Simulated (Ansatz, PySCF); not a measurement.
System: CH₃ (charge 0, doublet). SMILES: [CH3+]
Geometry: optimised at B3LYP-D3(BJ)/def2-TZVP (Ansatz, a program for electronic structure).

Quantity: atomisation energy (electronic, to ground-state atoms), in kcal/mol. Cores are frozen in the correlated levels unless marked. UHF or UKS for open shells. Spin-orbit coupling is left out. Non-relativistic unless marked X2C. The coupled-cluster limit lacks core correlation, which all-electron functionals hold. Basis-set limits of correlation are two-point, X^-3; Hartree-Fock from the larger set.

| level | program | atomisation energy (kcal/mol) |
|---|---|---|
| HF/STO-3G | Ansatz | 300.3 |
| HF/def2-TZVPP | Ansatz | 242.7 |
| HF/cc-pVQZ | Ansatz | 242.9 |
| revPBE-D3(BJ)/def2-TZVPD | Ansatz + dftd3 | 305.2 |
| M06-L-D4/def2-TZVPD | PySCF + dftd4 | 305.6 |
| B3LYP-D4/def2-TZVPD | Ansatz + dftd4 | 309.9 |
| r2SCAN0-D4/def2-TZVPD | Ansatz + dftd4 | 309.0 |

Task: Predict the CCSD(T)/CBS(aug-cc-pVTZ,aug-cc-pVQZ) result (Ansatz).

Result: 307.1 kcal/mol, so r2SCAN0-D4/def2-TZVPD differs from it by 1.9 kcal/mol.
